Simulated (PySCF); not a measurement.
# Exact mass, isotope pattern and composition

Species: `FC(F)=C(F)c1[bH-]cccc1`.

Calculated from tabulated atomic weights, isotope masses and abundances; no fragmentation.

Q: Molar mass and exact mass?

A: For [C7H5BF3]-, with standard atomic weights, 3 × 18.998 + 7 × 12.011 + 1 × 10.810 + 5 × 1.008 = 156.921 g/mol. From the most abundant isotopes (19F, 12C, 11B, 1H), 3 × 18.998403 + 7 × 12.000000 + 1 × 11.009305 + 5 × 1.007825 = 157.0436 u for neutral atoms; the ion's mass is 157.0442 u once 1 electron mass (0.000549 u) is added.

Q: Give the isotope pattern of the ion itself, merging species of the same nominal mass.

A: 
```tsv
nominal mass	m/z (centroid)	relative intensity
156	156.0478	24.4
157	157.0443	100.0
158	158.0476	7.5
159	159.0510	0.2
```

Lines under 0.1 % of the tallest are left out. Abundances used (%; other tables differ somewhat): 12C 98.93, 13C 1.07; 10B 19.9, 11B 80.1; 1H 99.9885, 2H 0.0115.

Q: What is the composition by mass?

A: F 36.32 %, C 53.58 %, B 6.89 %, H 3.21 %.

Q: What resolving power m/Δm just matches the spacing of the species with one 13C and with one 2H?

A: They lie 0.00292 u apart at mass 158.05, so m/Δm is about 54000.

Q: What share of all these ions is the monoisotopic species?

A: 1^3 × 0.9893^7 × 0.801 × 0.999885^5 = 74.25 %.
